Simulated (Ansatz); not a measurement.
Mulliken charges of CH$_{2}$BrClO (`OC(Cl)Br`) from r2SCAN/def2-TZVPP in Ansatz (PBE0-D4/def2-TZVP geometry).

| atom | x (Å) | y (Å) | z (Å) | charge (e) |
| --- | --- | --- | --- | --- |
| O1 | 0.586 | 0.969 | 0.271 | -0.264 |
| C2 | -0.158 | -0.155 | 0.236 | 0.175 |
| Cl3 | 0.815 | -1.621 | -0.043 | -0.117 |
| Br4 | -1.578 | -0.067 | -1.124 | -0.129 |
| H5 | 1.044 | 1.082 | -0.571 | 0.218 |
| H6 | -0.667 | -0.273 | 1.186 | 0.118 |

Question: By hand: the dipole of these point charges (1 e Å = 4.8032 D).

Answer: Σ q r = (0.075, 0.119, 0.135) e Å, of length 0.195 e Å = 0.94 D.

Question: How does the dipole of the full density compare? (Estimate.)

Answer: Ansatz gave: (0.147, 0.144, 0.034) e Å, 1.00 D; the point charges give 0.94 times that, at 36° from its direction.

Point charges leave out the atoms' own dipoles, such as those of lone pairs, and Mulliken's split depends on the basis, so the two needn't agree.
